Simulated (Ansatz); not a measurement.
## Energy profile

The step: HfAlHCl₄F₂ ([F][AlH]1[F][Hf]([Cl])([Cl])([Cl])[Cl]1) → HfAlHCl₄F₂ ([F][Al]12[H][Hf]([Cl])([Cl])([Cl])([F]1)[Cl]2); bonds formed: H2–Hf5 (atoms numbered as in the saddle structure below).

```json
{"atom": "Al1", "x (Å)": "-0.7223", "y (Å)": "-1.5243", "z (Å)": "0.6140"}
{"atom": "H2", "x (Å)": "-1.5435", "y (Å)": "-0.2606", "z (Å)": "1.1158"}
{"atom": "F3", "x (Å)": "-0.3753", "y (Å)": "-0.8989", "z (Å)": "-1.0162"}
{"atom": "F4", "x (Å)": "-1.1211", "y (Å)": "-3.1035", "z (Å)": "0.7338"}
{"atom": "Hf5", "x (Å)": "0.4868", "y (Å)": "0.9955", "z (Å)": "-0.4652"}
{"atom": "Cl6", "x (Å)": "1.3443", "y (Å)": "-0.9319", "z (Å)": "1.1834"}
{"atom": "Cl7", "x (Å)": "-1.1902", "y (Å)": "2.0430", "z (Å)": "-1.6800"}
{"atom": "Cl8", "x (Å)": "0.7429", "y (Å)": "2.4990", "z (Å)": "1.2825"}
{"atom": "Cl9", "x (Å)": "2.3784", "y (Å)": "1.1818", "z (Å)": "-1.7681"}
```

Electronic energies by CCSD(T) at an estimated basis limit (MP2 extrapolated from triple and quadruple zeta, plus CCSD(T) − MP2 in triple zeta), on PBE0-D4/def2-TZVP structures; HfAlHCl4F2, closed shell; no counterpoise correction. Ansatz 0.2.0; basis: def2-TZVPP and def2-QZVPP; cores frozen in the correlated methods. Core potentials replace the inner electrons of the atoms past krypton. Extrapolation: Hartree–Fock as exp(−7.88 √X), correlation as X^−2.97.

(1) Give the profile in kcal/mol, counted from the separated reactants. (An estimate is asked for; the value comes from the calculation.)

The T1 diagnostic stays at or below 0.015.

Results:

(1) By the calculation:
```csv
point,kcal/mol
"separated: AlHF2 (linked as [F][AlH][F]; Al1, H2, F3, F4; singlet) + HfCl4 (linked as [Cl][Hf]([Cl])([Cl])[Cl]; Hf5, Cl6, Cl7, Cl8, Cl9; singlet)",0.00
start structure,-27.02
saddle,-20.47
end structure,-22.40
"separated: AlClF2 (linked as [F][Al]([F])[Cl]; Al1, F3, F4, Cl6; singlet) + HfHCl3 (linked as [Cl][HfH]([Cl])[Cl]; H2, Hf5, Cl7, Cl8, Cl9; singlet)",13.69
```
The saddle lies below the separated reactants: the barrier is submerged.

Ligand swaps between two centres remove the fluorinated layer in thermal atomic layer etching, and scramble precursors in the gas phase.

For scale, one of the runs: CCSD(T)/def2-TZVPP, 342 basis functions, launched by `ansatz run in.yaml --threads 4 --pin off --events-out ev --progress --plain --max-ram 63488MiB --backend cuda --devices 0, --max-vram 37GiB`. The run took 14 s on 4 CPU threads of an AMD EPYC 7R13 and a share of one NVIDIA H100 (shared host), with 0.88 GiB of host memory at its peak.
